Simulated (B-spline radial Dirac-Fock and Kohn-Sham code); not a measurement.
Model: the Dirac equation of a negative muon with reduced mass in the field of a spherical finite nucleus, with the Uehling potential to all orders; nuclear polarisation, deformation, hyperfine structure, self-energy, higher-order vacuum polarisation, relativistic recoil and electron screening are left out. Program: a B-spline atomic structure program. The nuclear charge is a Fermi distribution (skin thickness 2.3 fm).

Problem. A muonic atom of atomic mass 27.98 u emits these computed lines: 2p3/2 → 1s1/2 296.7 keV, 3d5/2 → 2p3/2 56.25 keV, 4f7/2 → 3d5/2 19.65 keV, 5g9/2 → 4f7/2 9.085 keV. Which element is it, and what rms charge radius was used?

Solution. Magnesium (Z = 12, nuclide ²⁸Mg); the high transitions hardly feel the nucleus and fix Z. The 2p → 1s line lies 6.613 keV below the value for a point nucleus without QED, which for this nuclear model gives a radius near 3.07 fm (3.0691 fm was used).
